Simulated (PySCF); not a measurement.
Molfile (atoms numbered from 1):
```
C6H19N3Si
     RDKit          3D

 29 28  0  0  0  0  0  0  0  0999 V2000
    2.6599    0.7694    0.4104 C   0  0  0  0  0  0  0  0  0  0  0  0
    1.6084   -0.1593    0.0947 N   0  0  0  0  0  0  0  0  0  0  0  0
    2.0045   -1.2743   -0.7189 C   0  0  0  0  0  0  0  0  0  0  0  0
    0.0046    0.0876    0.7061 Si  0  0  0  0  0  4  0  0  0  0  0  0
   -0.9880   -1.3011    0.4038 N   0  0  0  0  0  0  0  0  0  0  0  0
   -1.8152   -1.4325   -0.7640 C   0  0  0  0  0  0  0  0  0  0  0  0
   -0.9077   -2.4742    1.2304 C   0  0  0  0  0  0  0  0  0  0  0  0
   -0.6596    1.5162   -0.0144 N   0  0  0  0  0  0  0  0  0  0  0  0
   -0.2349    2.0516   -1.2786 C   0  0  0  0  0  0  0  0  0  0  0  0
   -1.7879    2.1813    0.5784 C   0  0  0  0  0  0  0  0  0  0  0  0
    3.5060    0.2765    0.9293 H   0  0  0  0  0  0  0  0  0  0  0  0
    2.2860    1.5673    1.0714 H   0  0  0  0  0  0  0  0  0  0  0  0
    3.0733    1.2614   -0.4932 H   0  0  0  0  0  0  0  0  0  0  0  0
    2.8098   -1.8699   -0.2437 H   0  0  0  0  0  0  0  0  0  0  0  0
    2.3820   -0.9555   -1.7117 H   0  0  0  0  0  0  0  0  0  0  0  0
    1.1483   -1.9435   -0.8859 H   0  0  0  0  0  0  0  0  0  0  0  0
    0.0357    0.2951    2.1899 H   0  0  0  0  0  0  0  0  0  0  0  0
   -1.8799   -0.4689   -1.2911 H   0  0  0  0  0  0  0  0  0  0  0  0
   -1.4316   -2.1862   -1.4828 H   0  0  0  0  0  0  0  0  0  0  0  0
   -2.8463   -1.7368   -0.4972 H   0  0  0  0  0  0  0  0  0  0  0  0
   -0.4172   -3.3293    0.7209 H   0  0  0  0  0  0  0  0  0  0  0  0
   -1.9123   -2.8172    1.5458 H   0  0  0  0  0  0  0  0  0  0  0  0
   -0.3301   -2.2634    2.1444 H   0  0  0  0  0  0  0  0  0  0  0  0
   -1.0293    1.9950   -2.0507 H   0  0  0  0  0  0  0  0  0  0  0  0
    0.0576    3.1172   -1.1947 H   0  0  0  0  0  0  0  0  0  0  0  0
    0.6360    1.4924   -1.6504 H   0  0  0  0  0  0  0  0  0  0  0  0
   -2.7068    2.0898   -0.0357 H   0  0  0  0  0  0  0  0  0  0  0  0
   -1.5967    3.2631    0.7198 H   0  0  0  0  0  0  0  0  0  0  0  0
   -2.0127    1.7541    1.5683 H   0  0  0  0  0  0  0  0  0  0  0  0
  1  2  1  0
  2  3  1  0
  2  4  1  0
  4  5  1  0
  5  6  1  0
  5  7  1  0
  4  8  1  0
  8  9  1  0
  8 10  1  0
  1 11  1  0
  1 12  1  0
  1 13  1  0
  3 14  1  0
  3 15  1  0
  3 16  1  0
  4 17  1  0
  6 18  1  0
  6 19  1  0
  6 20  1  0
  7 21  1  0
  7 22  1  0
  7 23  1  0
  9 24  1  0
  9 25  1  0
  9 26  1  0
 10 27  1  0
 10 28  1  0
 10 29  1  0
M  END
```

All values are calculated (PySCF): NMR shieldings at KT2/pcSseg-1/GIAO, structure optimised with PBE0-D3(BJ)/def2-SVP. No solvent model, rapidly exchanging positions averaged, one computed conformer, non-relativistic Hamiltonian.

Referencing at the same level of theory: 13C (183.22 ppm) and 1H (31.18 ppm) and 29Si (361.05 ppm) against TMS; 15N (264.30 ppm) vs NH3.

| atoms | nucleus | count | δ (ppm) |
| --- | --- | --- | --- |
| H17 | 1H | 1 | ? |
| C1/C3/C6/C7/C9/C10 | 13C | 6 | 37.5 |
| N2/N5/N8 | 15N | 3 | ? |
| Si4 | 29Si | 1 | -28.1 |
| H11/H12/H13/H14/H15/H16/H18/H19/H20/H21/H22/H23/H24/H25/H26/H27/H28/H29 | 1H | 18 | 2.49 |

Q: Fill in the missing shifts.

A: 
- H17: 4.79 ppm, hydrogen on a silicon bonded to 3 N
- N2/N5/N8: 40.5 ppm, nitrogen bonded to 2 C, Si

Shifts are as computed. Against solution values, carbons near 30 ppm lie about +2 ppm off and those near 130 ppm about -5 ppm. Of 1211 compounds with measured shifts, 218 miss one by over three times the rms of a fit or turn the order of signals round; such compounds aren't used in these exercises. Experimental scales use liquid or dissolved standards, which lie at an offset from isolated NH3 (liquid NH3: subtract about 20 ppm).
